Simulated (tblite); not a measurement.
Species: C7H11O (doublet state).
SMILES with atom numbers: `[CH3:1][CH2:2][C@@:3]12[CH2:4][CH2:5][CH:6][C@@H:7]1[O:8]2` (hydrogens: H9, H10, H11 on C1; H12, H13 on C2; H14, H15 on C4; H16, H17 on C5; H18 on C6; H19 on C7)

The geometry is computed with GFN2-xTB (gas phase). This method treats the open shell by occupation alone, without spin polarisation.

(1) Give the optimised bond lengths and angles.

Answers

(1) 
| bond | length (pm) | order |
| --- | --- | --- |
| C1–C2 | 152.7 | single |
| C2–C3 | 150.9 | single |
| C3–C4 | 152.3 | single |
| C4–C5 | 154.4 | single |
| C5–C6 | 148.6 | single |
| C6–C7 | 144.1 | single |
| C7–O8 | 143.4 | single |
| C3–C7 | 148.9 | single |
| C3–O8 | 139.6 | single |
| C1–H9, C1–H10, C1–H11 | 108.7 | single |
| C2–H12 | 109.3 | single |
| C2–H13 | 109.2 | single |
| C4–H14 | 109.0 | single |
| C4–H15 | 109.0 | single |
| C5–H16 | 109.8 | single |
| C5–H17 | 109.4 | single |
| C6–H18 | 107.1 | single |
| C7–H19 | 108.2 | single |

Bonds in one row agree within 1 pm and their mean is given. Orders are formal, as drawn. A selection of angles:
| angle | degrees |
| --- | --- |
| C1–C2–C3 | 112.2 |
| C2–C3–C4 | 120.1 |
| C2–C3–C7 | 123.2 |
| C2–C3–O8 | 118.3 |
| C4–C3–C7 | 108.0 |
| C4–C3–O8 | 113.2 |
| C7–C3–O8 | 59.5 |
| C3–C4–C5 | 105.3 |
| C4–C5–C6 | 105.6 |
| C5–C6–C7 | 110.2 |
| C6–C7–O8 | 115.2 |
| C3–C7–C6 | 108.3 |
| C3–C7–O8 | 57.0 |
| C3–O8–C7 | 63.5 |

Torsions: C1–C2–C3–C4 -73° (synclinal); C2–C3–C4–C5 157° (antiperiplanar); C3–C4–C5–C6 -15° (synperiplanar); C4–C5–C6–C7 17° (synperiplanar); C5–C6–C7–O8 50° (synclinal); C6–C7–O8–C3 -96° (anticlinal); C2–C3–C7–C6 -146° (anticlinal); C2–C3–O8–C7 -114° (anticlinal).

O8 (oxygen bonded to 2 C) is bent (angle 63.5°). The 5-membered ring C3–C4–C5–C6–C7 has internal angles of 105.3° to 110.2°; it is slightly puckered (a soft mode that the optimisation may not have finished), 0.07 Å rms from its mean plane, widest ring torsion 17°. The 2 C–O bonds span 1.396 Å (C3–O8, drawn single) to 1.434 Å (C7–O8, drawn single), a spread of 0.038 Å. The C–C distances run from 1.441 Å (C6–C7, drawn single) to 1.544 Å (C4–C5, drawn single), a spread of 0.103 Å. C6 (carbon bonded to 2 C and H) is planar (angles 125.2°, 124.6° and 110.2°, sum 360.0°, 0.00 Å off the plane of its three neighbours). The 3-membered ring C3–C7–O8 has internal angles of 57.0° to 63.5°. Of the pairs four or more bonds apart, H10···H15 is among the closest relative to their van der Waals radii: 2.33 Å, 97 % of the sum of Bondi's values.

Point group: C1 (no symmetry element, even within 0.4 Å). Its GFN2-xTB frequencies are all real (lowest 75 cm⁻¹). 3 starts were optimised and ended at 0.00, 0.06 and 0.69 kcal/mol (GFN2-xTB); the lowest of these is shown.

One conformer stands for the species.
